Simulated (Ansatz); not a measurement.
# One elementary step

Start structure (BNH$_{2}$ClF, closed shell), relaxed at PBE0-D4/def2-TZVP:

B1  (0.560, 0.228, 0.084)
Cl2  (0.628, 1.932, 0.544)
N3  (-0.653, -0.409, -0.136)
H4  (-1.535, 0.059, -0.045)
F5  (1.705, -0.432, -0.049)
H6  (-0.705, -1.378, -0.398)
(Å)

The step: BNH₂ClF ([NH2][B]([F])[Cl]) → BNHF ([NH][B][F]) + HCl; bonds formed: Cl2–H4; bonds broken: B1–Cl2, N3–H4. Program: Ansatz 0.2.0. Basis: def2-TZVPP and def2-QZVPP. Cores are frozen in the correlated methods. Extrapolation: Hartree–Fock as exp(−7.88 √X), correlation as X^−2.97. Energies below are by CCSD(T) at an estimated basis limit (MP2 extrapolated from triple and quadruple zeta, plus CCSD(T) − MP2 in triple zeta).

(1) What are the electronic barrier and the energy of the step, from the start structure to the end structure? (Judge from chemistry; the value comes from the calculation.)

No T1 diagnostic of these runs exceeds 0.015.

## Answers

(1) By the calculation: Barrier 75.23 kcal/mol; step energy 63.15 kcal/mol (uphill); reverse barrier, their difference, 12.08 kcal/mol. Barrier and step energy count from the start structure, the reverse barrier from the end structure.

The saddle point: One imaginary mode of 776i cm⁻¹.
| pair | start (Å) | saddle (Å) | end (Å) |
| --- | --- | --- | --- |
| Cl2–H4 | 2.92 | 1.45 | 1.30 |
| B1–Cl2 | 1.77 | 2.51 | 3.79 |
| N3–H4 | 1.00 | 1.45 | 1.93 |

Zero-point energy (harmonic, PBE0-D4): ZPE is 22.27 kcal/mol at the start and 16.69 kcal/mol at the saddle, so the barrier goes from 75.23 to 69.65 kcal/mol.

First-order rate constant out of the start structure at 298 K by transition-state theory, with harmonic vibrational free energies alone and no tunnelling: ΔA‡ = 69.36 kcal/mol, so k = (kB T/h) exp(−ΔA‡/kB T) ≈ 10^-38 s⁻¹ (an order of magnitude at best: rotation, the number of equivalent paths and anharmonicity are left out).

Labels in which every atom is bracketed show which atoms are joined, not bond orders.

For scale, one of the runs: CCSD(T)/def2-TZVPP, 163 basis functions, launched by `ansatz run in.yaml --threads 2 --pin off --events-out ev --progress --plain --max-ram 4352MiB`. Hardware: 2 CPU threads of an Arm Neoverse V2, shared host. Wall time 25 s; peak host memory 1.3 GiB.
